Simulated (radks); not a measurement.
Values are calculated unless marked as measured or tabulated.
Numerical settings for the gadolinium ion Gd+, [Xe] 4f7 5d1 6s1. Code: a radial shooting solver on a logarithmic mesh with Libxc functionals. Model: Dirac Kohn-Sham, BLYP, spin-unpolarised, spherical densities, point nucleus; open shells fill j = l - 1/2 first. The defaults (mesh step 0.008 in ln r, mesh end at 40 bohr or more with all orbitals vanishing there, Anderson mixing 0.5 over 9 steps, residual threshold near 1e-9 with the energy settled to 1e-9 hartree or 1e-11 of itself, here a cap of 93 iterations) give E = -11280.7709 hartree and 5d3/2 at -8.441 eV in 15 iterations. Run on one thread of a shared host, so times are rough (Arm Neoverse N1): 0.26 s of CPU time, 0.26 s wall, 15 iterations on 2648 mesh points. Changes against that run (0 stands for a change within the tolerance of the run):

[
 {"setting": "mesh step in ln r 0.005", "iterations": "15", "converged": "yes", "E (mhartree)": "0", "e(5d3/2) (meV)": "0", "CPU (s)": "0.4"},
 {"setting": "mesh step in ln r 0.12", "iterations": "4", "converged": "no", "E (mhartree)": "diverged", "e(5d3/2) (meV)": "-", "CPU (s)": "0.02"},
 {"setting": "mesh step in ln r 0.03", "iterations": "15", "converged": "yes", "E (mhartree)": "+0.00518", "e(5d3/2) (meV)": "0", "CPU (s)": "0.09"},
 {"setting": "mesh end (bohr) 3", "iterations": "13", "converged": "level above zero", "E (mhartree)": "+2.22e+03", "e(5d3/2) (meV)": "+1.83e+04", "CPU (s)": "0.18"},
 {"setting": "mesh end (bohr) 5", "iterations": "14", "converged": "yes", "E (mhartree)": "+137", "e(5d3/2) (meV)": "+2.33e+03", "CPU (s)": "0.23"},
 {"setting": "residual threshold 0.01", "iterations": "11", "converged": "yes", "E (mhartree)": "0", "e(5d3/2) (meV)": "-0.517", "CPU (s)": "0.22"},
 {"setting": "residual threshold 0.1", "iterations": "11", "converged": "yes", "E (mhartree)": "0", "e(5d3/2) (meV)": "-0.517", "CPU (s)": "0.22"},
 {"setting": "mixing 1.5", "iterations": "14", "converged": "yes", "E (mhartree)": "0", "e(5d3/2) (meV)": "0", "CPU (s)": "0.25"},
 {"setting": "linear mixing, mixing 0.5", "iterations": "30", "converged": "yes", "E (mhartree)": "0", "e(5d3/2) (meV)": "0", "CPU (s)": "0.39"},
 {"setting": "linear mixing, mixing 0.05", "iterations": "93", "converged": "no", "E (mhartree)": "+0.00587", "e(5d3/2) (meV)": "-28.5", "CPU (s)": "1.1"},
 {"setting": "mixing history 3", "iterations": "19", "converged": "yes", "E (mhartree)": "0", "e(5d3/2) (meV)": "0", "CPU (s)": "0.29"},
 {"setting": "iteration cap 5", "iterations": "5", "converged": "no", "E (mhartree)": "+0.909", "e(5d3/2) (meV)": "+181", "CPU (s)": "0.1"}
]

Settled on a wrong energy, with an occupied level pushed above zero by the early mesh end: mesh end (bohr) 3 (+2.22 hartree). Apart from these: settings that end as converged yet miss the energy by more than 1 mhartree: mesh end (bohr) 5 (+0.137 hartree). A mesh that ends early acts as a hard wall.
